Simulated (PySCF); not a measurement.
Compound: C6H9OP.
SMILES with atom numbers: `[O:1]=[C:2]=[P:3][CH:4]1[CH2:5][CH2:6][CH2:7][CH2:8]1`

NICS is the negative of the GIAO shielding at a point without a nucleus: at the ring centre (0) and 1 Å above and below it (1); zz is the component along the ring normal. Level: GIAO PBE0/pcSseg-1 (PySCF, non-relativistic, gas phase) on the GFN2-xTB geometry, one conformer.

Ring bond lengths (Å), with Mayer bond orders in brackets: C4–C5 1.541 (0.97), C5–C6 1.539 (1.03), C6–C7 1.531 (1.04), C7–C8 1.524 (1.02), C8–C4 1.530 (0.97).

Question: Give the NICS values of each ring in ppm.

Answer: 
```tsv
ring	type	NICS(0)	NICS(1), two faces	NICS(1)zz, two faces	rms pucker (Å)	centre to ring atoms, mean (Å)
C4–C5–C6–C7–C8	5-membered carbocycle; formal bonds all single	-5.4	-4.1 / -3.7	-4.7 / -3.0	0.19	1.28
```

Question: What can be read from them?

Answer: 
- C4–C5–C6–C7–C8: mean NICS(1)zz -3.8 ppm, shielded. C4, C5, C6, C7, C8 have four or more neighbours; no verdict on aromaticity is drawn.

Question: What is the mean of the two in-plane components of NICS at the second NICS(1) probe listed for ring C4–C5–C6–C7–C8, 1 Å off the ring?

Answer: The isotropic value is a third of the trace: (3 × -3.7 − (-3.0))/2 = -4.1 ppm.

Question: Give the inner angles of the rings and the Hirshfeld charges of the ring atoms.

Answer: 
- C4–C5–C6–C7–C8: C4 105.4° (-0.047 e), C5 105.4° (-0.075 e), C6 105.4° (-0.068 e), C7 103.2° (-0.069 e), C8 101.9° (-0.076 e); sum 521.5° against 540° for a flat convex ring.
